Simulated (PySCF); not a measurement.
## State search for GaN

Unrestricted PBE0; PySCF, no relativity, basis sets Ga def2-TZVPPD, N def2-TZVPPD. Outer shells of the fragments: Ga 3d10 4s2 4p1; N 2s2 2p3.

Followed along the bond (rough minima from three points):

| 2Ms+1 | unpaired | ⟨S²⟩ at the start | R at minimum (Å) | Te (eV) |
| --- | --- | --- | --- | --- |
| 3 | π ↑↑ | 2.01 | 2.01 | 0.00 |
| 3 | σ ↑, π ↑ | 2.03 | 1.86 | 0.11 |
| 1 | σ ↓, π ↑ | 1.02 | 1.83 | 0.47 |
| 1 | π ↑↓ | 1.00 | 2.00 | 0.51 |
| 5 | σ ↑, π ↑↑↑ | 6.01 | none in the scan | ≤ 2.28 |

Solutions found at the starting distance of 1.860 Å, counted from the lowest of them; the search is not exhaustive and high or unbound solutions are not listed, so other states can lie among these:

```tsv
2Ms+1	unpaired	term	E (eV)	⟨S²⟩	⟨Lz²⟩	μ (D)
3	σ ↑, π ↑	³Π	0.00	2.03	1.02	-2.79
3	π ↑↑	³Σ⁻	0.03	2.01	0.00	-1.15
1	σ ↓, π ↑	mixed	0.36	1.02	1.02	-3.11
1	π ↑↓	mixed	0.54	1.00	2.01	-1.11
1	none	¹Σ⁺	1.65	0.00	0.00	-4.69
1	none	mixed	2.08	0.00	2.00	-0.97
5	σ ↑, π ↑↑↑	⁵Π	2.57	6.01	1.00	-0.11
3	σ ↑, π ↑↑↓	mixed	3.36	3.01	3.02	-0.32
3	σ ↓, π ↑↑↑	mixed	3.46	3.02	1.01	-0.04
3	σ ↑↑	³Σ⁺	3.68	2.06	0.00	-4.67
```

A term symbol is given only where ⟨S²⟩ and ⟨Lz²⟩ are close to those of a pure state; real π, δ and φ orbitals otherwise mix terms. A positive dipole means Ga(−)N(+).

Task: Compare the gap between the two lowest followed solutions at the starting distance with the gap between their minima.

Result: At PBE0 the second solution (triplet, unpaired electrons σ ↑, π ↑) lies -0.03 eV from the first (triplet, unpaired electrons π ↑↑) at 1.860 Å and +0.11 eV at the minima; the two curves relax by different amounts, since their minima lie near 1.86 and 2.01 Å.

Spin–orbit coupling is left out.
